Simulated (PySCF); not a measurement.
C4H4N, SMILES C1=C[N]C=C1, multiplicity 2. The structure is a stationary point at B3LYP-D3(BJ)/def2-SVP. The isomer is the one that the SMILES or the coordinates give; other isomers of the formula were not compared.

Method: B3LYP-D3(BJ)/def2-SVP run with PySCF.

Harmonic wavenumbers (cm⁻¹): 487, 548, 675, 716, 823, 850, 885, 931, 934, 1040, 1088, 1095, 1215, 1288, 1356, 1451, 1574, 3193, 3197, 3234, 3253. Rotational constants (GHz): 9.919, 8.772, 4.655; symmetry number 2.

Problem. Work out the zero-point energy and the ideal-gas rigid-rotor harmonic-oscillator thermochemistry at 298.15 K and 1 atm.

Solution. ZPE = ½ Σ hcν = ½ × 29835 cm⁻¹ = 42.65 kcal/mol. H − E(el) = 45.69 kcal/mol. Entropy in cal/(mol K): translation 38.48, rotation 22.81, vibration 2.94, spin 1.38, total 65.61. G − E(el) = 26.13 kcal/mol. Cp = 16.19 cal/(mol K).
